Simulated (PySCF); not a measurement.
One change to the structure, seen by NMR

Starting compound: `CCC1=C[SiH2]C=CO1`, C$_{6}$H$_{10}$OSi.

¹H NMR (500 MHz, computed): δ 7.33 (d, 1H), 5.10 (m, 1H), 4.96 (m, 1H), 4.90 (m, 2H), 2.22 (q, 2H), 1.21 (t, 3H). ¹³C{¹H} NMR (computed): δ 176.0 (C), 161.5 (CH), 97.6 (CH), 93.0 (CH), 38.6 (CH2), 16.8 (CH3).

Computed data (PySCF 2.14): geometry from GFN2-xTB, NMR shieldings at PBE0/pcSseg-1/GIAO. Non-relativistic Hamiltonian, a single conformation, fast rotation and ring inversion assumed for equivalent nuclei, isolated molecule.

Shifts are taken against calculated references (same method and geometry level): TMS for ¹H (σ = 31.72 ppm), ¹³C (σ = 186.93 ppm). Where no couplings were computed, multiplicities follow the n + 1 count of equivalent neighbours, and m marks all less simple cases (inequivalent or close neighbours, rings, F or P nearby). Shifts are as computed. Against solution values, carbons near 30 ppm lie about +3 ppm off and those near 130 ppm about +5 ppm. Of 1211 compounds with measured shifts, 218 miss one by over three times the rms of a fit or turn the order of signals round; such compounds aren't used in these exercises.

(1) What are the spectra after this edit: H on C replaced by OCH3, giving `CCC1=C(OC)[SiH2]C=CO1`?

(2) What are the spectra after this edit: O inserted into a C-Si bond, giving `CCC1=CO[SiH2]C=CO1`?

Results:

(1) ¹H NMR (500 MHz, computed): δ 7.23 (d, 1H), 5.36 (m, 2H), 4.93 (m, 1H), 3.91 (s, 3H), 2.47 (q, 2H), 1.12 (t, 3H). ¹³C{¹H} NMR (computed): δ 163.8 (C), 161.0 (CH), 140.5 (C), 93.1 (CH), 58.9 (CH3), 29.6 (CH2), 14.9 (CH3).

(2) ¹H NMR (500 MHz, computed): δ 7.10 (d, 1H), 5.92 (s, 1H), 5.13 (m, 2H), 4.45 (m, 1H), 2.02 (q, 2H), 1.13 (t, 3H). ¹³C{¹H} NMR (computed): δ 165.0 (CH), 145.4 (C), 128.3 (CH), 99.3 (CH), 32.8 (CH2), 18.5 (CH3).
